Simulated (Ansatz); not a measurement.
Harmonic frequencies (cm⁻¹) at PBE0-D4/def2-TZVP from Ansatz: 54, 142, 198, 403, 707, 713, 742, 972, 979, 1015, 1348, 1461, 1473, 2200, 2206, 3060, 3152, 3155.

(1) Which molecule is it?
A. `CC(=N)CF`
B. `CS[AsH2]`
C. `[Cl][Al]1[CH2][AlH]1`
D. `B[CH](Cl)[GaH][OH]`

## Answers

(1) B.
